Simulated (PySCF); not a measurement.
HF₃Sn (SMILES [F][SnH]([F])[F]), singlet, geometry from GFN2-xTB (such geometries of metal compounds can be far from the true shape) (core potentials on Sn). Base run: PBE/def2-SVP, polarisability (PySCF).

Input for PySCF:
```python
from pyscf import gto, scf, dft
from pyscf.prop import polarizability

mol = gto.Mole()
mol.atom = '''
    Sn   -0.131978   -0.044108    0.223633
    F     1.763395    0.135539    0.408496
    F    -0.302307   -1.401126   -1.113670
    F    -0.620115    1.546643   -0.719829
    H    -0.969851   -0.324129    1.643382
'''
mol.basis = 'def2-svp'
mol.ecp = {'Sn': 'def2-svp'}
mol.charge = 0
mol.spin = 0
mol.verbose = 4
mol.build()

mf = dft.RKS(mol)
mf.xc = 'pbe'
mf.kernel()
alpha = mf.Polarizability().polarizability()[2, 2]
print('alpha_zz =', alpha)
```

The base was run again with changes. Order these runs by alpha_zz (bohr³), lowest first: functional = hf | functional = lda,vwn | functional = camb3lyp | basis = STO-3G | basis = def2-SVPD | functional = pbe0.

basis = STO-3G (alpha_zz (bohr³) 16.71), functional = hf (alpha_zz (bohr³) 23.70), functional = camb3lyp (alpha_zz (bohr³) 27.82), functional = pbe0 (alpha_zz (bohr³) 28.12), functional = lda,vwn (alpha_zz (bohr³) 30.42), basis = def2-SVPD (alpha_zz (bohr³) 38.58)

Finite-field rows take the second difference of the energy in a field along z; a small field with loose convergence shows SCF noise divided by the square of the field, and a large one adds hyperpolarisability.
